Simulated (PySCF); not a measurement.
Molecule: SMILES Cc1cccc2c1C2, C$_{8}$H$_{8}$.

Bonds (- single, = double, # triple, : aromatic): C1-C2, C2:C3, C3:C4, C4:C5, C5:C6, C6:C7, C7-C8, C7:C2, C8-C6. C1 carries H9, H10, H11; C3 carries H12; C4 carries H13; C5 carries H14; C8 carries H15, H16.

Frames of a GFN2-xTB Langevin trajectory at 300 K; GIAO PBE0/pcSseg-1 shieldings in PySCF 2.14, gas phase, non-relativistic; equivalent atoms averaged within each frame.

Chemical shifts δ = σref − σ; ¹³C (σref 186.93), ¹H (σref 31.72) vs TMS, all at this level. The references are static minima.

**Question.** How do the shifts (ppm) fluctuate along the trajectory?

**Answer.** 
```
         time (fs)     C3     C4     C6     C2     C7     C5    C1    C8   H12   H13
               250  142.2  140.1  137.4  136.6  134.7  124.2  28.5  27.4  8.26  7.81
               425  143.8  140.7  129.1  131.5  128.2  116.3  14.5  19.6  7.44  7.63
               625  136.1  131.5  132.5  129.1  121.5  119.5  20.0  16.1  7.33  7.18
               800  142.5  139.9  136.1  132.3  133.1  123.5  21.8  22.0  7.39  7.52
              1000  142.2  136.2  142.2  135.6  133.3  117.9  19.6  24.1  7.43  8.14
    mean of frames  141.3  137.7  135.5  133.0  130.1  120.3  20.9  21.8  7.57  7.66
standard deviation    3.0    3.9    5.0    3.1    5.4    3.5   5.1   4.3  0.39  0.36
```

5 frames give an uncertainty of the mean of about the standard deviation over 2.2 at best, since frames this close in time may not be independent; classical motion lacks zero-point vibration, and the reference would need the same averaging.
